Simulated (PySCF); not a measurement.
**Bi(CN)3 at several levels of theory**

Computed with PySCF 2.14.0 (density fitting, no spin-orbit coupling) at the geometry relaxed with PBE0:

```xyz
7
Bi(CN)3 (singlet)
Bi    0.0000    0.0000    1.1906
C     1.8538    0.0000   -0.0350
N     2.8889    0.0000   -0.5598
C    -0.9269    1.6054   -0.0350
N    -1.4444    2.5018   -0.5598
C    -0.9269   -1.6054   -0.0350
N    -1.4444   -2.5018   -0.5598
```

```tsv
level	basis	state	HOMO (eV)	gap (eV)	charge on Bi1 (e)	dipole about the centre of mass (D)	largest force component (eV/Å)
PBE0	Bi def2-SVP with ECP60, C def2-SVP, N def2-SVP	singlet	-9.90	7.15	1.06	6.40	0.00
revPBE	the same	singlet	-8.39	5.07	0.95	6.09	1.78
PBE0	Bi def2-TZVP with ECP60, C def2-TZVP, N def2-TZVP	singlet	-10.02	7.08	1.02	6.54	0.82
```

Charges are Mulliken's, which hang on the basis. The relaxation used the grid (50, 194), these runs (75, 302) or, all-electron (x2c bases, spin-free X2C Hamiltonian), (99, 590).

(1) What does TPSSh with Bi def2-SVP with ECP60, C def2-SVP, N def2-SVP give here?

Results:

(1) state singlet, HOMO (eV) -9.13, gap (eV) 6.04, charge on Bi1 (e) 1.05, dipole about the centre of mass (D) 6.33, largest force component (eV/Å) 0.63. Time: 7.1 s on 2 threads of Arm Neoverse V1, on a shared host, from an already converged density.
